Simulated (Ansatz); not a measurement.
Cartesian coordinates (Å):
```xyz
6

C     -0.4950    -0.5655    -0.1454
C     -0.3134     0.8774    -0.0491
C      0.7433    -0.1226    -0.1362
H     -1.1793    -1.4092    -0.2028
H     -0.5642     1.5614     0.7770
H      1.8082    -0.3407    -0.1807
```
Charge 0, spin multiplicity 2.

Method: Ansatz (a first-principles code) with frozen-core CCSD(T)/cc-pVTZ // PBE0-D3(BJ)/def2-SVP.

- HF energy = -115.23356 Ha
- MP2 correlation energy = -0.45003 Ha

Question: Estimate the CCSD correlation energy, the (T) correction, the total energy and the T1 diagnostic.

Answer: 
| Quantity | Value |
|---|---|
| CCSD correlation energy | -0.47114 Ha |
| (T) correction | -0.02335 Ha |
| CCSD(T) total energy | -115.72806 Ha |
| T1 diagnostic | 0.012 |
